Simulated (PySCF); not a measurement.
Ga2(mu-Cl)2(Cl)4, Cl₆Ga₂, singlet, PBE0/def2-SVP optimised geometry.

```
8

Ga     1.52    -1.83     2.18
Ga    -0.81    -1.00     0.00
Cl     1.52    -1.00     0.00
Cl     2.23    -0.33     3.51
Cl     2.22    -3.84     2.18
Cl    -0.82    -1.83     2.19
Cl    -1.52     1.00     0.00
Cl    -1.52    -2.50    -1.33
```

Density from PBE0/def2-TZVP (PySCF) at that geometry.

Minimum of the electron density along straight lines between bonded atoms, close to the bond critical point (lines longer than 1.1 times the sum of covalent radii, or with two minima, are not listed):

```tsv
bond	length / Å	ρ at the minimum / e bohr⁻³	∇²ρ there / e bohr⁻⁵	position (fraction from the first atom)
Ga1–Cl3	2.337	0.066	0.16	0.43
Ga2–Cl3	2.337	0.066	0.16	0.43
Ga1–Cl4	2.126	0.102	0.28	0.44
Ga1–Cl5	2.126	0.102	0.28	0.44
Ga1–Cl6	2.337	0.066	0.16	0.43
Ga2–Cl6	2.337	0.066	0.16	0.43
Ga2–Cl7	2.126	0.102	0.28	0.44
Ga2–Cl8	2.126	0.102	0.28	0.44
```
